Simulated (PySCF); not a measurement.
## Exercise with solution: chemical shift, span and skew from a shielding tensor

CH₃BrMgO, SMILES C[O][Mg][Br]. Atoms are numbered in the order given.

```xyz
7

Mg     0.0000     0.0000    -0.6023
Br     0.0000     0.0000     1.7530
O      0.0000     0.0000    -2.3767
C      0.0000     0.0000    -3.7614
H     -0.8965     0.5176    -4.1817
H      0.8965     0.5176    -4.1817
H      0.0000    -1.0352    -4.1817
```
Charge 0, spin multiplicity 1.

The structure is a stationary point at PBE-D3(BJ)/def2-SVP. The structure was generated by enumeration; whether it is a known compound was not checked. One conformer was computed; it need not be the lowest.

GIAO shieldings from HF/pcSseg-1 (PySCF), non-relativistic, no solvent. The symmetric part of the tensor of C4 has the principal values 116.1, 116.1, 185.0 ppm. The same nucleus in TMS has σ = 192.6 ppm at this level (PySCF, at its B3LYP-D3(BJ)/def2-TZVP geometry). Without spin–orbit terms, shifts of atoms bonded to Cl or Br come out too high.

**Question.** Work out the isotropic shielding, the ¹³C shift against TMS, the span and the skew.

**Answer.** 
σ(iso) = (σ11 + σ22 + σ33)/3 = 139.1 ppm. δ = σ(ref) − σ(iso) = 192.6 − (139.1) = 53.5 ppm.
Span Ω = σ33 − σ11 = 68.9 ppm. Skew κ = 3(σ(iso) − σ22)/Ω = 1.00, an axial tensor. Tumbling in solution averages the tensor to δ; in a static solid the shielding alone would spread this spin-1/2 line over Ω.
